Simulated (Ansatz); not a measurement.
H7NSeSi2, SMILES `N[SiH2][Se][SiH3]` at its PBE0-D4/def2-TZVP geometry, where that method's forces vanish. Total charge 0; spin multiplicity 1.

```
atom   x (Å)   y (Å)   z (Å)
  N1   0.940  -0.044   1.832
 Si2   0.242  -1.165   0.745
 Se3  -1.743  -0.577  -0.252
 Si4  -0.772   0.905  -1.672
  H5   1.435   0.754   1.465
  H6   0.453   0.198   2.680
  H7   1.238  -1.395  -0.330
  H8  -0.096  -2.403   1.484
  H9  -1.845   1.763  -2.231
 H10  -0.061   0.210  -2.775
 H11   0.209   1.755  -0.945
```

For each bond, give half the difference of the two atoms' forces along it (eV/Å; positive pushes the atoms apart) under PBE-D4, r2SCAN-D4, B3LYP-D4, ωB97M-V in def2-TZVPP. (An estimate is asked.)

Ansatz gave: 
```tsv
bond	length (Å)	PBE-D4	r2SCAN-D4	B3LYP-D4	ωB97M-V
N1–Si2	1.710	0.11	0.02	0.10	0.11
N1–H5	1.008	0.20	0.01	-0.02	-0.03
N1–H6	1.008	0.20	0.02	-0.02	-0.03
Si2–Se3	2.298	0.08	0.05	0.16	-0.02
Si2–H7	1.483	0.04	-0.03	-0.12	-0.13
Si2–H8	1.481	0.07	-0.04	-0.15	-0.16
Se3–Si4	2.271	0.12	0.03	0.22	0.05
Si4–H9	1.483	0.09	-0.03	-0.12	-0.13
Si4–H10	1.485	0.07	-0.02	-0.09	-0.12
Si4–H11	1.488	0.07	-0.01	-0.09	-0.10
```

B3LYP here is the variant with VWN-RPA as its local correlation; programs differ in this.
